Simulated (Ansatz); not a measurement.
Input for Ansatz (a quantum-chemistry and plane-wave program): R-r2SCAN/def2-TZVPPD on C3H6S (a complex). Files ending in .json are basis or fitting sets from the Basis Set Exchange.

Ansatz 0.2 input:
```yaml
crystal:
  periodic: [false, false, false]
  atoms:
    - {symbol: S, position_ang: [0.17902421, 0.15321057, -0.49990647]}
    - {symbol: H, position_ang: [0.31789063, -1.17979088, -0.42046149]}
    - {symbol: H, position_ang: [0.66804189, 0.33445388, 0.73996336]}
    - {symbol: C, position_ang: [-1.23713562, -0.30545990, 3.08803861]}
    - {symbol: C, position_ang: [0.01971621, -0.04084957, 3.28484105]}
    - {symbol: C, position_ang: [1.28086196, 0.22725226, 3.46358793]}
    - {symbol: H, position_ang: [-1.89337951, -0.56427196, 3.91086375]}
    - {symbol: H, position_ang: [-1.66220434, -0.27035627, 2.09108748]}
    - {symbol: H, position_ang: [1.61887147, 1.23771054, 3.66370522]}
    - {symbol: H, position_ang: [2.03322269, -0.55256754, 3.42963490]}
basis:
  gaussian:
    orbitals: def2-TZVPPD.json
hamiltonian:
  xc: {name: r2SCAN}
scf: {lower_state_search: off}
```

It printed:

```
WARN ansatz: RAYON_NUM_THREADS=1 ignored (pool sized by the plan → 1); use --threads N
Functional definition: r2SCAN
these checks for a lower state are left out or cut short: stability, starts, cluster_reference, orbital_swaps, neighbouring_geometries, increment
integrals: 0.18 GiB planned
1194 factors; their error is unknown
mean field: 1.34 GiB planned
mean field evaluation 1: about -14033.1939 eV, gradient 5.7e1 eV
mean field evaluation 2: about -14030.9111 eV, gradient 6.2e1 eV
mean field evaluation 4: about -14041.0991 eV, gradient 6.8e0 eV
mean field evaluation 8: about -14041.2094 eV, gradient 1.3e-1 eV
mean field evaluation 16: about -14041.1714 eV, gradient 4.1e-4 eV
mean field -14041.17142389 eV, -516.0035323801 hartree, gradient 5.8e-6 eV, S^2 0.000000; 0 other end points of the search recorded, 0 dependent functions left out
reference -14041.17144421 eV, -516.0035331270 hartree; 20, 20 occupied and 244, 244 virtual orbitals, 1194 factors
Total energy: -14041.17144421 eV, -516.0035331270 hartree
Checks for a lower state left out: stability, starts, cluster_reference, orbital_swaps, neighbouring_geometries, increment
```

The calculation finished and met its thresholds.

Cost: very roughly 6 core-seconds.
